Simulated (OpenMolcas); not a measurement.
# Tc IV: input and output

Input:

```
&GATEWAY
Coord
1

Tc 0.0 0.0 0.0
Basis=ANO-R3
Group=XYZ
NoMove
AngMom=0.0 0.0 0.0
AMFI
&SEWARD
* reference wave functions (RASSCF and RASSI steps not shown): 4 electrons in 5 orbitals (4d)
>>> COPY JOB001 $Project.JobIph
&CASPT2
Multistate=5 1 2 3 4 5
Frozen=8 6
IPEA=0.25
Imaginary=0.3
MaxIter=60
WThr=0.0 0.3 0.05
PrWF=0.5
NoMix
>>> COPY JOB002 $Project.JobIph
&CASPT2
Multistate=45 1 2 3 4 5 6 7 8 9 10 11 12 13 14 15 16 17 18 19 20 21 22
23 24 25 26 27 28 29 30 31 32 33 34 35 36 37 38 39 40 41 42 43 44 45
Frozen=8 6
IPEA=0.25
Imaginary=0.3
MaxIter=60
WThr=0.0 0.3 0.05
PrWF=0.5
NoMix
>>> COPY JOB003 $Project.JobIph
&CASPT2
Multistate=50 1 2 3 4 5 6 7 8 9 10 11 12 13 14 15 16 17 18 19 20 21 22
23 24 25 26 27 28 29 30 31 32 33 34 35 36 37 38 39 40 41 42 43 44 45 46
47 48 49 50
Frozen=8 6
IPEA=0.25
Imaginary=0.3
MaxIter=60
WThr=0.0 0.3 0.05
PrWF=0.5
NoMix
```

Launched by
```bash
OMP_NUM_THREADS=1 MOLCAS_MEM=1689 MOLCAS_PROJECT=a pymolcas a.inp > a.log  # once for each step of the input, in one work folder
```

Output, cut to the results:

```
--- CASPT2 ---
Orbital specifications:
      -----------------------

      Symmetry species                           1   2
                                                ag  au
      Frozen orbitals                            8   6
      Inactive orbitals                          1   3
      Active orbitals                            5   0
      Secondary orbitals                        37  41
      Deleted orbitals                           0   0
      Number of basis functions                 51  50
Type of calculation                        MS-CASPT2
      Fock operator                              state-specific
      IPEA shift                                 0.25
      Real shift                                 0.00
      Imaginary shift                            0.30
      The input orbitals will be transformed to quasi-canonical
Reference energy:       -4281.3050840008
      E2 (Non-variational):      -0.3714918016
      Shift correction:          -0.0011080760
      E2 (Variational):          -0.3725998776
      Total energy:           -4281.6776838783
      Residual norm:              0.0000001719
      Reference weight:           0.94267
      Contributions to the CASPT2 correlation energy
      Active & Virtual Only:         -0.0411488539
      One Inactive Excited:          -0.1833889233
      Two Inactive Excited:          -0.1469540243
Reference energy:       -4281.3050840008
      E2 (Non-variational):      -0.3714724474
      Shift correction:          -0.0011076553
      E2 (Variational):          -0.3725801027
      Total energy:           -4281.6776641034
      Residual norm:              0.0000001705
      Reference weight:           0.94268
      Contributions to the CASPT2 correlation energy
      Active & Virtual Only:         -0.0411486229
      One Inactive Excited:          -0.1833690566
      Two Inactive Excited:          -0.1469547678
::    CASPT2 Root  1     Total energy:  -4281.67768388
::    CASPT2 Root  2     Total energy:  -4281.67766410
::    CASPT2 Root  3     Total energy:  -4281.67767395
::    CASPT2 Root  4     Total energy:  -4281.67767531
::    CASPT2 Root  5     Total energy:  -4281.67765039
::    MS-CASPT2 Root  1     Total energy:  -4281.67769799
::    MS-CASPT2 Root  2     Total energy:  -4281.67768336
::    MS-CASPT2 Root  3     Total energy:  -4281.67766773
::    MS-CASPT2 Root  4     Total energy:  -4281.67765922
::    MS-CASPT2 Root  5     Total energy:  -4281.67763934
--- CASPT2 ---
Orbital specifications:
      -----------------------

      Symmetry species                           1   2
                                                ag  au
      Frozen orbitals                            8   6
      Inactive orbitals                          1   3
      Active orbitals                            5   0
      Secondary orbitals                        37  41
      Deleted orbitals                           0   0
      Number of basis functions                 51  50
Type of calculation                        MS-CASPT2
      Fock operator                              state-specific
      IPEA shift                                 0.25
      Real shift                                 0.00
      Imaginary shift                            0.30
      The input orbitals will be transformed to quasi-canonical
Reference energy:       -4281.2253260813
      E2 (Non-variational):      -0.3831004570
      Shift correction:          -0.0012476742
      E2 (Variational):          -0.3843481312
      Total energy:           -4281.6096742125
      Residual norm:              0.0000000822
      Reference weight:           0.93942
      Contributions to the CASPT2 correlation energy
      Active & Virtual Only:         -0.0466490635
      One Inactive Excited:          -0.1926244199
      Two Inactive Excited:          -0.1438269736
Reference energy:       -4281.2253260813
      E2 (Non-variational):      -0.3832107029
      Shift correction:          -0.0012599881
      E2 (Variational):          -0.3844706910
      Total energy:           -4281.6097967723
      Residual norm:              0.0000000885
      Reference weight:           0.93931
      Contributions to the CASPT2 correlation energy
      Active & Virtual Only:         -0.0467625277
      One Inactive Excited:          -0.1926460569
      Two Inactive Excited:          -0.1438021184
::    CASPT2 Root  1     Total energy:  -4281.60967421
::    CASPT2 Root  2     Total energy:  -4281.60979677
::    CASPT2 Root  3     Total energy:  -4281.60962135
::    CASPT2 Root  4     Total energy:  -4281.60970136
::    CASPT2 Root  5     Total energy:  -4281.60969906
::    CASPT2 Root  6     Total energy:  -4281.60968422
::    CASPT2 Root  7     Total energy:  -4281.60967200
::    CASPT2 Root  8     Total energy:  -4281.60959769
::    CASPT2 Root  9     Total energy:  -4281.60965704
::    CASPT2 Root 10     Total energy:  -4281.60977138
::    CASPT2 Root 11     Total energy:  -4281.60967400
::    CASPT2 Root 12     Total energy:  -4281.60678298
::    CASPT2 Root 13     Total energy:  -4281.60681488
::    CASPT2 Root 14     Total energy:  -4281.60680079
::    CASPT2 Root 15     Total energy:  -4281.60343167
::    CASPT2 Root 16     Total energy:  -4281.60332028
::    CASPT2 Root 17     Total energy:  -4281.60263477
::    CASPT2 Root 18     Total energy:  -4281.60295682
::    CASPT2 Root 19     Total energy:  -4281.60303954
::    CASPT2 Root 20     Total energy:  -4281.60270829
::    CASPT2 Root 21     Total energy:  -4281.60259511
::    CASPT2 Root 22     Total energy:  -4281.59530435
::    CASPT2 Root 23     Total energy:  -4281.59527102
::    CASPT2 Root 24     Total energy:  -4281.59533627
::    CASPT2 Root 25     Total energy:  -4281.59526889
::    CASPT2 Root 26     Total energy:  -4281.59545087
::    CASPT2 Root 27     Total energy:  -4281.59536933
::    CASPT2 Root 28     Total energy:  -4281.59526311
::    CASPT2 Root 29     Total energy:  -4281.59537135
...
```

Levels above the lowest, from the spin-orbit matrix with the single-state CASPT2 energies, averaged by term, on its diagonal:

```json
{"Configuration": "4d4", "Term": "5D", "J": "0", "E (cm-1)": "0.0", "g": "", "Term weight %": "98", "Second": "2 3P(1)"}
{"Configuration": "4d4", "Term": "5D", "J": "1", "E (cm-1)": "346", "g": "1.501", "Term weight %": "98", "Second": ""}
{"Configuration": "4d4", "Term": "5D", "J": "2", "E (cm-1)": "941", "g": "1.500", "Term weight %": "99", "Second": ""}
{"Configuration": "4d4", "Term": "5D", "J": "3", "E (cm-1)": "1701", "g": "1.499", "Term weight %": "99", "Second": ""}
{"Configuration": "4d4", "Term": "5D", "J": "4", "E (cm-1)": "2570", "g": "1.498", "Term weight %": "99", "Second": ""}
{"Configuration": "4d4", "Term": "3P(1)", "J": "0", "E (cm-1)": "14310", "g": "", "Term weight %": "94", "Second": "4 1S(1)"}
{"Configuration": "4d4", "Term": "3H", "J": "4", "E (cm-1)": "15510", "g": "0.845", "Term weight %": "85", "Second": "8 3G"}
{"Configuration": "4d4", "Term": "3P(1)", "J": "1", "E (cm-1)": "16090", "g": "1.490", "Term weight %": "98", "Second": ""}
{"Configuration": "4d4", "Term": "3H", "J": "5", "E (cm-1)": "16330", "g": "1.045", "Term weight %": "93", "Second": "7 3G"}
{"Configuration": "4d4", "Term": "3H", "J": "6", "E (cm-1)": "17030", "g": "1.163", "Term weight %": "97", "Second": "3 1I"}
{"Configuration": "4d4", "Term": "3F(1)", "J": "3", "E (cm-1)": "17440", "g": "0.981", "Term weight %": "68", "Second": "31 3G"}
{"Configuration": "4d4", "Term": "3F(1)", "J": "2", "E (cm-1)": "17600", "g": "0.675", "Term weight %": "98", "Second": ""}
{"Configuration": "4d4", "Term": "3F(1)", "J": "4", "E (cm-1)": "17940", "g": "1.172", "Term weight %": "72", "Second": "15 3G"}
{"Configuration": "4d4", "Term": "3P(1)", "J": "2", "E (cm-1)": "18620", "g": "1.488", "Term weight %": "96", "Second": "4 3D"}
{"Configuration": "4d4", "Term": "3G", "J": "3", "E (cm-1)": "19810", "g": "0.856", "Term weight %": "68", "Second": "31 3F(1)"}
{"Configuration": "4d4", "Term": "3G", "J": "4", "E (cm-1)": "20270", "g": "1.076", "Term weight %": "75", "Second": "16 3F(1)"}
{"Configuration": "4d4", "Term": "3G", "J": "5", "E (cm-1)": "20790", "g": "1.188", "Term weight %": "93", "Second": "7 3H"}
{"Configuration": "4d4", "Term": "3D", "J": "3", "E (cm-1)": "23970", "g": "1.328", "Term weight %": "98", "Second": ""}
{"Configuration": "4d4", "Term": "3D", "J": "2", "E (cm-1)": "24200", "g": "1.165", "Term weight %": "90", "Second": "5 1D(1)"}
{"Configuration": "4d4", "Term": "1I", "J": "6", "E (cm-1)": "24410", "g": "1.004", "Term weight %": "97", "Second": "3 3H"}
{"Configuration": "4d4", "Term": "3D", "J": "1", "E (cm-1)": "24590", "g": "0.512", "Term weight %": "99", "Second": ""}
{"Configuration": "4d4", "Term": "1G(1)", "J": "4", "E (cm-1)": "25820", "g": "1.010", "Term weight %": "89", "Second": "6 3F(1)"}
{"Configuration": "4d4", "Term": "1S(1)", "J": "0", "E (cm-1)": "28260", "g": "", "Term weight %": "95", "Second": "4 3P(1)"}
{"Configuration": "4d4", "Term": "1D(1)", "J": "2", "E (cm-1)": "29990", "g": "1.010", "Term weight %": "91", "Second": "5 3D"}
```

CASPT2 does not keep the components of a term degenerate, so their means are used; among the terms shown or strongly mixed into the levels shown the widest spread is 380 cm-1 (4d4 1G(1)). The CASPT2 spread within a term exceeds the gap to the next term for 4d4 1I and 4d4 3D, so the order of their levels is uncertain. Levels of configurations outside the active space are missing. The table shows the lowest 24 of 34 levels.

The term weight is that of the spin-free term in the level, not the purity of its configuration. A number in round brackets counts repeated terms of one configuration in the order of the reference energies.
